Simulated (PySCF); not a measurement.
Record of a relaxation.

Compound: H₈OSeSi₃.
Numbering: `[OH:1][Si@H:2]([SiH3:3])[Se:4][SiH3:5]` (hydrogens: H6 on O1; H7 on Si2; H8, H9, H10 on Si3; H11, H12, H13 on Si5)

Method: PBE0-D3(BJ)/def2-SVP geometry optimisation, gas phase (PySCF); density fitting, grid level 1; the optimiser is geomeTRIC in internal coordinates, started from a GFN2-xTB structure with every atom displaced at random (about 0.01 Å). 14 of its 15 geometries are shown. The frame can shift and turn from step to step; on so coarse a grid that alone can change the energy by a few meV, and forces under 0.02 eV/Å are noise.

Step 0: E = -91124.9886 eV, largest atomic force 2.319 eV/Å
```
atom  x, y, z in Å  |  force x, y, z in eV/Å
O1     -1.649   -2.142   -0.039   -1.862   1.045   0.173
Si2    -0.685   -0.911    0.374    1.682   0.250  -0.409
Si3    -1.917    1.016   -0.031    0.757   0.410   0.812
Se4     1.259   -1.173   -0.968   -1.047  -0.450  -0.193
Si5     2.562    0.486   -0.236   -0.937   0.159   0.596
H6     -1.347   -2.965   -0.327    0.850  -2.064  -0.629
H7     -0.129   -1.166    1.719   -0.038   0.370   0.488
H8     -1.048    2.219    0.139    0.087   0.004   0.034
H9     -2.985    1.114    0.973   -0.413  -0.015   0.324
H10    -2.484    1.081   -1.353   -0.363  -0.178  -0.992
H11     3.749    0.388   -1.040    0.930   0.085  -0.552
H12     2.853    0.270    1.196    0.195   0.133   0.331
H13     1.827    1.765   -0.417    0.158   0.249   0.017
```

Step 1: E = -91125.2822 eV, largest atomic force 0.538 eV/Å
```
atom  x, y, z in Å  |  force x, y, z in eV/Å
O1     -1.691   -2.194   -0.044   -0.265  -0.352  -0.192
Si2    -0.661   -0.961    0.356    0.414  -0.309  -0.151
Si3    -1.818    1.030   -0.013    0.140   0.147   0.161
Se4     1.175   -1.209   -1.031   -0.158   0.064  -0.081
Si5     2.449    0.501   -0.230   -0.112  -0.037   0.106
H6     -1.365   -3.058   -0.333    0.027   0.343   0.198
H7     -0.133   -1.128    1.744   -0.050   0.159   0.108
H8     -0.888    2.192    0.138    0.016  -0.029  -0.002
H9     -2.897    1.178    1.003   -0.124   0.001   0.036
H10    -2.391    1.050   -1.382   -0.053  -0.055  -0.135
H11     3.683    0.466   -1.051    0.138   0.046  -0.078
H12     2.789    0.303    1.208    0.006  -0.001   0.056
H13     1.752    1.811   -0.376    0.022   0.023  -0.026
```

Step 2: E = -91125.3109 eV, largest atomic force 0.224 eV/Å
```
atom  x, y, z in Å  |  force x, y, z in eV/Å
O1     -1.696   -2.197   -0.031   -0.192  -0.044  -0.077
Si2    -0.652   -0.961    0.337    0.202  -0.095  -0.018
Si3    -1.824    1.029   -0.018    0.016   0.045   0.064
Se4     1.152   -1.176   -1.086   -0.076   0.051  -0.079
Si5     2.450    0.491   -0.225    0.004  -0.020   0.077
H6     -1.350   -3.058   -0.284    0.081   0.014   0.089
H7     -0.118   -1.080    1.731   -0.011   0.069   0.022
H8     -0.892    2.191    0.114    0.005  -0.011  -0.002
H9     -2.907    1.178    1.004   -0.023  -0.001  -0.032
H10    -2.410    1.023   -1.390   -0.007  -0.014  -0.015
H11     3.693    0.486   -1.047    0.004   0.012  -0.004
H12     2.787    0.240    1.209   -0.011  -0.006  -0.006
H13     1.771    1.817   -0.325    0.009   0.001  -0.018
```

Step 3: E = -91125.3376 eV, largest atomic force 0.271 eV/Å
```
atom  x, y, z in Å  |  force x, y, z in eV/Å
O1     -1.669   -2.199    0.011   -0.033   0.213  -0.022
Si2    -0.630   -0.928    0.292   -0.143   0.146   0.123
Si3    -1.870    1.031   -0.039   -0.066  -0.099  -0.067
Se4     1.093   -1.070   -1.221    0.006   0.036  -0.072
Si5     2.461    0.454   -0.206    0.098  -0.014   0.031
H6     -1.266   -3.052   -0.155    0.091  -0.255   0.022
H7     -0.051   -0.956    1.677    0.068  -0.046  -0.052
H8     -0.959    2.213    0.039    0.007   0.008   0.005
H9     -2.941    1.172    1.000    0.044   0.002  -0.042
H10    -2.496    0.968   -1.398    0.032   0.036   0.064
H11     3.709    0.495   -1.029   -0.074  -0.020   0.040
H12     2.784    0.044    1.195   -0.014   0.000  -0.033
H13     1.839    1.811   -0.177   -0.015  -0.009   0.002
```

Step 4: E = -91125.3529 eV, largest atomic force 0.491 eV/Å
```
atom  x, y, z in Å  |  force x, y, z in eV/Å
O1     -1.597   -2.192    0.060    0.143   0.285   0.007
Si2    -0.611   -0.856    0.241   -0.401   0.235   0.160
Si3    -1.960    1.034   -0.067   -0.110  -0.159  -0.131
Se4     1.011   -0.888   -1.375    0.134   0.016   0.008
Si5     2.490    0.388   -0.182    0.104  -0.023  -0.029
H6     -1.117   -3.020    0.001    0.043  -0.304   0.006
H7      0.042   -0.791    1.594    0.101  -0.111  -0.100
H8     -1.094    2.252   -0.053    0.002   0.013   0.012
H9     -3.011    1.155    0.996    0.069   0.011  -0.035
H10    -2.629    0.905   -1.403    0.046   0.064   0.085
H11     3.734    0.473   -1.009   -0.097  -0.025   0.045
H12     2.789   -0.241    1.141   -0.005   0.012  -0.043
H13     1.958    1.764    0.045   -0.031  -0.012   0.016
```

Step 5: E = -91125.3666 eV, largest atomic force 0.323 eV/Å
```
atom  x, y, z in Å  |  force x, y, z in eV/Å
O1     -1.564   -2.190    0.073    0.153   0.178   0.009
Si2    -0.614   -0.826    0.230   -0.290   0.117   0.079
Si3    -2.000    1.033   -0.084   -0.073  -0.100  -0.092
Se4     0.999   -0.831   -1.401    0.082  -0.010   0.027
Si5     2.508    0.368   -0.168    0.046  -0.012  -0.035
H6     -1.070   -3.015    0.043   -0.004  -0.144   0.010
H7      0.071   -0.749    1.565    0.072  -0.065  -0.062
H8     -1.151    2.263   -0.082    0.003   0.003   0.012
H9     -3.044    1.149    0.984    0.042   0.005  -0.016
H10    -2.675    0.895   -1.414    0.032   0.038   0.045
H11     3.739    0.478   -1.006   -0.052  -0.011   0.024
H12     2.815   -0.329    1.117    0.006   0.008  -0.018
H13     1.991    1.736    0.133   -0.016  -0.009   0.018
```

Step 6: E = -91125.3789 eV, largest atomic force 0.085 eV/Å
```
atom  x, y, z in Å  |  force x, y, z in eV/Å
O1     -1.518   -2.181    0.100    0.036  -0.038   0.013
Si2    -0.625   -0.781    0.223    0.016  -0.062  -0.030
Si3    -2.057    1.028   -0.123    0.004   0.027   0.006
Se4     0.994   -0.774   -1.411   -0.008  -0.004  -0.013
Si5     2.534    0.341   -0.145   -0.042  -0.009   0.002
H6     -1.018   -3.007    0.109   -0.040   0.075   0.006
H7      0.108   -0.692    1.528    0.001   0.033   0.022
H8     -1.226    2.271   -0.127    0.004  -0.005   0.006
H9     -3.092    1.142    0.949   -0.012  -0.006   0.010
H10    -2.729    0.883   -1.448    0.001  -0.014  -0.026
H11     3.729    0.522   -1.015    0.023   0.012  -0.014
H12     2.892   -0.444    1.072    0.015  -0.003   0.011
H13     2.013    1.676    0.278    0.002  -0.004   0.007
```

Step 8: E = -91125.3842 eV, largest atomic force 0.053 eV/Å
```
atom  x, y, z in Å  |  force x, y, z in eV/Å
O1     -1.443   -2.146    0.168   -0.024  -0.010   0.046
Si2    -0.617   -0.702    0.205    0.038   0.007  -0.034
Si3    -2.141    1.024   -0.172    0.006   0.013   0.006
Se4     0.958   -0.642   -1.472    0.009   0.010   0.016
Si5     2.567    0.269   -0.129    0.001   0.002   0.001
H6     -0.908   -2.942    0.254   -0.004  -0.006  -0.017
H7      0.148   -0.522    1.485   -0.015   0.000   0.002
H8     -1.362    2.300   -0.191   -0.011   0.005   0.000
H9     -3.184    1.106    0.896   -0.005  -0.008  -0.005
H10    -2.795    0.821   -1.499    0.003  -0.002  -0.003
H11     3.724    0.588   -1.013    0.000  -0.005   0.000
H12     2.984   -0.691    0.936    0.002  -0.002  -0.005
H13     2.074    1.521    0.521    0.002  -0.003  -0.007
```

Step 9: E = -91125.3845 eV, largest atomic force 0.040 eV/Å
```
atom  x, y, z in Å  |  force x, y, z in eV/Å
O1     -1.435   -2.134    0.182   -0.023   0.009   0.031
Si2    -0.616   -0.686    0.205    0.021   0.014  -0.022
Si3    -2.158    1.023   -0.178    0.003  -0.001   0.000
Se4     0.956   -0.619   -1.476    0.002   0.006   0.023
Si5     2.580    0.255   -0.128    0.011   0.000   0.001
H6     -0.897   -2.927    0.273    0.007  -0.021  -0.015
H7      0.146   -0.492    1.484   -0.004  -0.003  -0.005
H8     -1.398    2.311   -0.195   -0.010   0.006  -0.001
H9     -3.208    1.089    0.884   -0.001  -0.007  -0.007
H10    -2.803    0.810   -1.509    0.003   0.004   0.002
H11     3.732    0.588   -1.016   -0.006  -0.008   0.002
H12     3.005   -0.730    0.911   -0.003   0.001  -0.003
H13     2.099    1.494    0.553    0.001   0.001  -0.005
```

Step 10: E = -91125.3851 eV, largest atomic force 0.032 eV/Å
```
atom  x, y, z in Å  |  force x, y, z in eV/Å
O1     -1.438   -2.116    0.197   -0.009   0.031  -0.001
Si2    -0.615   -0.669    0.208   -0.019   0.012   0.012
Si3    -2.176    1.023   -0.184   -0.002  -0.022  -0.010
Se4     0.963   -0.608   -1.468   -0.017  -0.007   0.009
Si5     2.605    0.243   -0.127    0.022  -0.008   0.005
H6     -0.904   -2.913    0.273    0.019  -0.025  -0.008
H7      0.136   -0.467    1.492    0.019   0.004  -0.012
H8     -1.448    2.329   -0.187   -0.002   0.004   0.000
H9     -3.239    1.058    0.868    0.004  -0.002  -0.007
H10    -2.803    0.801   -1.522    0.004   0.010   0.005
H11     3.753    0.562   -1.024   -0.009  -0.006   0.004
H12     3.026   -0.750    0.905   -0.008   0.005   0.002
H13     2.145    1.488    0.558   -0.001   0.005   0.002
```

Step 11: E = -91125.3852 eV, largest atomic force 0.044 eV/Å
```
atom  x, y, z in Å  |  force x, y, z in eV/Å
O1     -1.423   -2.095    0.214   -0.004   0.018  -0.007
Si2    -0.612   -0.640    0.207   -0.032   0.003   0.030
Si3    -2.203    1.023   -0.193   -0.005  -0.020  -0.009
Se4     0.961   -0.577   -1.469    0.002  -0.006  -0.011
Si5     2.624    0.221   -0.122    0.015  -0.002   0.003
H6     -0.882   -2.888    0.285    0.015  -0.011  -0.007
H7      0.141   -0.420    1.487    0.013   0.006  -0.009
H8     -1.508    2.346   -0.190    0.001   0.002   0.001
H9     -3.273    1.029    0.851    0.003   0.001  -0.004
H10    -2.817    0.788   -1.535    0.003   0.008   0.002
H11     3.772    0.534   -1.021   -0.004  -0.005   0.004
H12     3.035   -0.798    0.889   -0.009   0.004   0.006
H13     2.190    1.461    0.587    0.002   0.002   0.001
```

Step 12: E = -91125.3857 eV, largest atomic force 0.029 eV/Å
```
atom  x, y, z in Å  |  force x, y, z in eV/Å
O1     -1.418   -2.086    0.216    0.004  -0.001   0.000
Si2    -0.612   -0.629    0.208   -0.020  -0.006   0.020
Si3    -2.213    1.022   -0.197   -0.006  -0.006  -0.007
Se4     0.963   -0.571   -1.466    0.007   0.002  -0.015
Si5     2.633    0.212   -0.117   -0.001  -0.003   0.001
H6     -0.873   -2.878    0.276    0.005   0.004  -0.006
H7      0.143   -0.401    1.485    0.003   0.007  -0.001
H8     -1.534    2.354   -0.189    0.004  -0.001   0.002
H9     -3.287    1.014    0.844    0.001   0.001  -0.001
H10    -2.823    0.786   -1.540    0.003   0.002  -0.003
H11     3.789    0.498   -1.015    0.003  -0.002   0.003
H12     3.021   -0.805    0.905   -0.005   0.001   0.007
H13     2.216    1.465    0.579    0.003   0.000   0.000
```

Step 13: E = -91125.3861 eV, largest atomic force 0.023 eV/Å
```
atom  x, y, z in Å  |  force x, y, z in eV/Å
O1     -1.406   -2.075    0.217    0.013  -0.015   0.012
Si2    -0.612   -0.612    0.206   -0.002  -0.012  -0.003
Si3    -2.229    1.022   -0.203   -0.005   0.008  -0.005
Se4     0.965   -0.556   -1.467    0.008   0.010  -0.005
Si5     2.641    0.198   -0.108   -0.013  -0.002  -0.002
H6     -0.851   -2.862    0.267   -0.008   0.012  -0.006
H7      0.146   -0.372    1.479   -0.010   0.004   0.004
H8     -1.566    2.361   -0.190    0.004  -0.003   0.003
H9     -3.305    0.999    0.835   -0.001   0.001   0.000
H10    -2.832    0.783   -1.549    0.002  -0.002  -0.005
H11     3.811    0.448   -0.997    0.008  -0.001   0.003
H12     2.992   -0.819    0.926    0.000  -0.001   0.006
H13     2.249    1.467    0.574    0.003  -0.001  -0.001
```

Step 14: E = -91125.3864 eV, largest atomic force 0.026 eV/Å
```
atom  x, y, z in Å  |  force x, y, z in eV/Å
O1     -1.394   -2.066    0.218    0.016  -0.014   0.015
Si2    -0.612   -0.596    0.203    0.006  -0.013  -0.016
Si3    -2.244    1.021   -0.213   -0.002   0.011  -0.006
Se4     0.970   -0.539   -1.466    0.003   0.011   0.004
Si5     2.649    0.185   -0.096   -0.013  -0.001  -0.002
H6     -0.830   -2.847    0.259   -0.012   0.010  -0.005
H7      0.142   -0.343    1.475   -0.013   0.002   0.007
H8     -1.596    2.368   -0.192    0.004  -0.003   0.002
H9     -3.325    0.983    0.820   -0.002   0.001   0.000
H10    -2.837    0.780   -1.563    0.001  -0.003  -0.005
H11     3.835    0.399   -0.975    0.007   0.000   0.004
H12     2.964   -0.833    0.949    0.002  -0.001   0.004
H13     2.282    1.468    0.573    0.002   0.000   0.000
```

Q: Summarise the path.

A: The energy falls by 38.38 kJ/mol from step 0 to step 14; nine tenths of that is first reached at step 4. It falls at every step. The largest force goes from 2.319 to 0.026 eV/Å. Among the bonds Si2–Se4 changes most, from 2.377 to 2.300 Å; the atoms move by 0.684 Å rms after alignment.

Q: Follow the three bonds and two angles with the largest change from start to end.

A: 
| step | E above end (kJ/mol) | largest force (eV/Å) | Si2–Se4 (Å) | Si5–H11 (Å) | Si3–H10 (Å) | Si2–O1–H6 (°) | Si2–Se4–Si5 (°) |
| --- | --- | --- | --- | --- | --- | --- | --- |
| 0 | 38.38 | 2.319 | 2.377 | 1.437 | 1.440 | 124.3 | 102.1 |
| 1 | 10.05 | 0.538 | 2.314 | 1.482 | 1.485 | 121.9 | 98.8 |
| 2 | 7.29 | 0.224 | 2.308 | 1.490 | 1.492 | 119.9 | 98.3 |
| 3 | 4.70 | 0.271 | 2.297 | 1.495 | 1.498 | 116.5 | 96.6 |
| 4 | 3.23 | 0.491 | 2.289 | 1.496 | 1.500 | 113.7 | 94.7 |
| 5 | 1.90 | 0.323 | 2.294 | 1.494 | 1.498 | 114.3 | 94.5 |
| 6 | 0.72 | 0.085 | 2.300 | 1.489 | 1.492 | 116.2 | 94.7 |
| 7 | 0.42 | 0.061 | 2.301 | 1.490 | 1.493 | 116.0 | 94.2 |
| 8 | 0.21 | 0.053 | 2.302 | 1.491 | 1.494 | 116.0 | 93.7 |
| 9 | 0.18 | 0.040 | 2.303 | 1.492 | 1.494 | 116.1 | 93.8 |
| 10 | 0.13 | 0.032 | 2.302 | 1.492 | 1.494 | 116.4 | 94.3 |
| 11 | 0.12 | 0.044 | 2.300 | 1.491 | 1.494 | 116.5 | 94.5 |
| 12 | 0.07 | 0.029 | 2.299 | 1.491 | 1.494 | 116.5 | 94.6 |
| 13 | 0.03 | 0.023 | 2.300 | 1.491 | 1.494 | 116.3 | 94.5 |
| 14 | 0.00 | 0.026 | 2.300 | 1.491 | 1.494 | 116.2 | 94.5 |

Run on Arm Neoverse V1, one thread, no GPU, shared host.
